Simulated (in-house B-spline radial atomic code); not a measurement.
# Ionising the silicon ion Si⁸⁺ with different functionals

Computed with a B-spline radial code for spherical atoms: non-relativistic Hamiltonian, point nucleus, spin-polarised at highest spin, spherical fractional occupations for the functionals, and exact exchange of hybrids averaged over the configuration. The ionisation energy is the difference of two self-consistent energies, [He] 2s2 2p2 → [He] 2s2 2p1, without Breit or QED terms; ε is the level of the shell that loses the electron (its least bound occupied spin orbital).

```
   method                    rung  ΔSCF (eV)  -ε(2p) (eV)
     PBE0           global hybrid     352.11       334.30
    B3LYP           global hybrid     352.53       333.35
    TPSSh           global hybrid     352.38       330.92
   M06-2X           global hybrid     351.42       340.73
BHandHLYP           global hybrid     352.33       340.72
  r2SCAN0           global hybrid     352.85       335.56
    B97-1           global hybrid     352.12       333.31
    HSE06  range-separated hybrid     352.12       333.83
    wB97X  range-separated hybrid     352.00       335.65
CAM-B3LYP  range-separated hybrid     352.44       335.31
  LC-wPBE  range-separated hybrid     352.20       334.00
```

Q: Among the functionals, which spreads more, the ΔSCF values or the orbital energies?

A: The orbital energies: ΔSCF values span about 1.43 eV and the orbital energies 9.82 eV; here energy differences depend much less on the functional than eigenvalues do.

Q: How do they compare with the NIST value?

A: NIST lists 351.28 eV ± 0.06 (semi-empirical, ground level to ground level). Errors run from +0.14 to +1.57 eV; M06-2X is closest (+0.14 eV), but part of that can be cancellation, since the calculations leave out relativity, Breit-QED terms, multiplet and fine-structure energies.
